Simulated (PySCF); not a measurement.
Computed structure and properties of WO(OH)4

System: WO(OH)4 (singlet; a saddle point, relaxed within its symmetry); start: displaced along the imaginary mode (C4). Method: PySCF 2.14.0, RKS BP86, W def2-SVP with ECP60, O def2-SVP, H def2-SVP; non-relativistic Hamiltonian with scalar-relativistic core potentials where named; density fitting; no spin-orbit coupling.

Input of the relaxation:

```python
mol = gto.M(atom='''
W      0.00000    -0.00000     0.00965
O      0.00000    -0.00000     1.71587
O      1.86525     0.02298    -0.45673
H      2.72108    -0.25000     0.00041
O     -0.02298     1.86525    -0.45673
H      0.25000     2.72108     0.00041
O     -1.86525    -0.02298    -0.45673
H     -2.72108     0.25000     0.00041
O      0.02298    -1.86525    -0.45673
H     -0.25000    -2.72108     0.00041''',
    basis={'W': 'def2-SVP', 'O': 'def2-SVP', 'H': 'def2-SVP'},
    ecp={'W': 'def2-SVP'},
    charge=0, spin=0)
mf = dft.RKS(mol, xc='B88,P86')
mf.grids.atom_grid = (50, 194)
mf = mf.density_fit()  # fitting sets: W def2-universal-JKFIT, O def2-universal-JKFIT, H def2-universal-JKFIT
mf.conv_tol = 1e-08; mf.max_cycle = 55
mf.kernel(dm0)  # dm0: converged density of the start geometry
# quasi-Newton relaxation in Cartesian coordinates to a largest gradient under 0.00045 Eh/bohr, steps kept in the point group
```

Run from Python with OMP_NUM_THREADS=2; the lines above give its settings. Where DIIS fails, smearing, a level shift and second-order steps follow.
It took 60 s on 2 threads of Arm Neoverse V1 (shared host), from the converged density of the start.

Course of the relaxation:

```
step  energy above end (eV)  largest force component within the symmetry (eV/Å)
   0                 0.5348                                               1.469
   1                 0.3072                                               0.280
   2                 0.1753                                               0.913
   3                 0.0908                                               0.610
   4                 0.0176                                               0.398
   5                 0.0107                                               0.322
   6                 0.0081                                               0.233
   7                 0.0004                                               0.061
   8                 0.0001                                               0.024
   9                 0.0000                                               0.005
```

Relaxed geometry (C4):

```xyz
10

W     0.0000    0.0000    0.1586
O     0.0000    0.0000    1.8785
O     1.8315    0.2628   -0.3935
H     2.5095   -0.3945   -0.1407
O    -0.2628    1.8315   -0.3935
H     0.3945    2.5095   -0.1407
O    -1.8315   -0.2628   -0.3935
H    -2.5095    0.3945   -0.1407
O     0.2628   -1.8315   -0.3935
H    -0.3945   -2.5095   -0.1407
```

```tsv
contact	Å
W1–O2 (O)	1.720
W1–O3 (OH)	1.931
W1–O5 (OH)	1.931
W1–O7 (OH)	1.931
W1–O9 (OH)	1.931
```

On the finer grid (75, 302):

The HOMO is -7.49 eV and the LUMO is -3.83 eV. The dipole about the centre of mass is 0.25 D and the set of Mulliken populations of W1 outside the core potential is s 2.46, p 6.44, d 3.88, f 0.23. The D3(BJ) dispersion energy (not in the energies) is -0.379 eV.

```
atom  Mulliken (e)  Löwdin (e)  spin (e)
  W1          0.99        0.22      0.00
  O2         -0.31       -0.13      0.00
  O3         -0.40       -0.14      0.00
  H4          0.23        0.12      0.00
  O5         -0.40       -0.14      0.00
  H6          0.23        0.12      0.00
  O7         -0.40       -0.14      0.00
  H8          0.23        0.12      0.00
  O9         -0.40       -0.14      0.00
 H10          0.23        0.12      0.00
```

On the grid (50, 194), as all that follows. Harmonic modes: 2 unstable, so a saddle point once the symmetry is let go (counted below −25 cm⁻¹); lowest -108 cm⁻¹ (negative: unstable), highest 3714 cm⁻¹, zero-point energy 1.449 eV.

Rigid scan of O along the line from its metal:

(distance to O2 (Å), energy (eV)): (1.42, 4.123), (1.52, 1.509), (1.62, 0.313), (1.72, 0.000), (1.82, 0.219), (1.92, 0.747), (2.12, 2.203), (2.42, 4.468), (2.82, 6.832), (3.32, 8.663)

Taking off one OH (charge -1, singlet; the rest: singlet) in vacuum, both parts rigid, costs 12.84 eV; the small basis without counterpoise inflates it. Most of it is the attraction of opposite charges; other ways to part are cheaper, and one spin state was tried for the rest.

Rigid scan of OH along the line from its metal:

```csv
distance to O3 (Å),energy (eV)
1.63,1.892
1.73,0.701
1.83,0.147
1.93,0.000
2.03,0.106
2.13,0.366
2.33,1.097
2.63,2.267
3.03,3.508
3.53,4.492
```

One start shape was tried, so this needn't be the lowest isomer.

No other spin state of this charge was computed.
